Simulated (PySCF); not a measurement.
Input for PySCF: R-HF/3-21G on CH2O2 (SMILES O=CO), a point of a torsion scan.

```python
from pyscf import gto, scf, dft, mp
from pyscf.data.elements import chemcore

mol = gto.M(
    atom='''
    O    -1.39168563   -0.66188389   -0.47388078
    C    -0.44934832   -0.11845565    0.00007795
    O     0.81349099   -0.46788350   -0.25935399
    H    -0.53719811    0.74793731    0.69048834
    H     1.45802300    0.22101007   -0.05666193
    ''',
    basis='3-21g',
    charge=0, spin=0, verbose=3, max_memory=1800)
mf = scf.RHF(mol)
mf.conv_tol = 1e-8
mf.max_cycle = 100
mf.kernel()
if not mf.converged:
    mf = mf.newton().run(mf.mo_coeff, mf.mo_occ)
```

Output:

```
converged SCF energy = -187.686726280026
```

The calculation finished and met its thresholds.

Cost: very roughly 0.21 core-seconds.
